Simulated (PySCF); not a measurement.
## Dipole moment and polarisability of `CCC(F)=[Se]`

Species: C3H5FSe.
SMILES with atom numbers: `[CH3:1][CH2:2][C:3]([F:4])=[Se:5]` (hydrogens: H6, H7, H8 on C1; H9, H10 on C2)

Structure used (PBE0-D3(BJ)/def2-SVP), in Å, numbered top down from 1:
```xyz
10
C3H5FSe angstrom
C     -1.143    0.402    0.005
C      0.010   -0.578    0.034
C      1.380    0.003   -0.035
F      2.290   -0.957    0.053
Se     1.863    1.678   -0.218
H     -1.141    0.989   -0.924
H     -2.099   -0.136    0.076
H     -1.080    1.113    0.842
H     -0.054   -1.301   -0.802
H     -0.012   -1.208    0.943
```

Level: wB97X-D/def2-SVPD (PySCF), static field, nuclei fixed, core orbitals frozen in the response. The polarisability tensor in these axes (au):

```
x   70.63  9.49 -1.36
y    9.49 78.48 -2.87
z   -1.36 -2.87 51.59
```

Problem. Diagonalise the tensor; give its mean and Δα, where Δα² is half the sum of the squared differences of the eigenvalues.

Solution. Principal values 51.28, 64.30 and 85.12 au; mean 66.90 au = 9.91 Å³ = 11.03 × 10⁻⁴⁰ C²·m²/J; Δα = 29.57 au (44 % of the mean).

Problem. What is the dipole moment, and where does it point?

Solution. (-2.25, -1.25, 0.14) D, 2.58 D in size, pointing from the negative to the positive side. Measured along this direction, the outermost atoms are Se5 at the negative end and H7 at the positive end.

Problem. Orientational against electronic polarisability at 273 K (dilute gas, rigid molecules)?

Solution. In Gaussian units μ²/3kT = 58.68 Å³ against 9.91 Å³, a ratio of 5.92; the Debye molar polarisation (4π/3)N_A(α + μ²/3kT) is 173.0 cm³/mol, leaving out the vibrational part.

Problem. What molar refraction does this α imply?

Solution. Lorentz–Lorenz: R = (4π/3)N_A α = 2.5225 cm³/(mol·Å³) × 9.91 Å³ = 25.0 cm³/mol, in the limit of long wavelengths.

Problem. Rayleigh depolarisation ratio (linearly polarised light, static tensor)?

Solution. ρ = 3Δα²/(45ᾱ² + 4Δα²) = 2622.6/(201412 + 3496.7) = 0.0128.

Problem. What are the principal values of the traceless quadrupole moment, Θ = ½Σq(3rr − r²1), about the centre of nuclear charge?

Solution. -4.71, 0.47, 4.24 D·Å. The values depend on the origin, since the dipole doesn't vanish. The electronic extent ⟨r²⟩ about the same centre is 719 bohr², a root-mean-square distance of 1.75 Å for the 66 electrons.

Geometry: PBE0-D3(BJ)/def2-SVP, one conformer, isolated molecule. The calculation is non-relativistic, for selenium too.
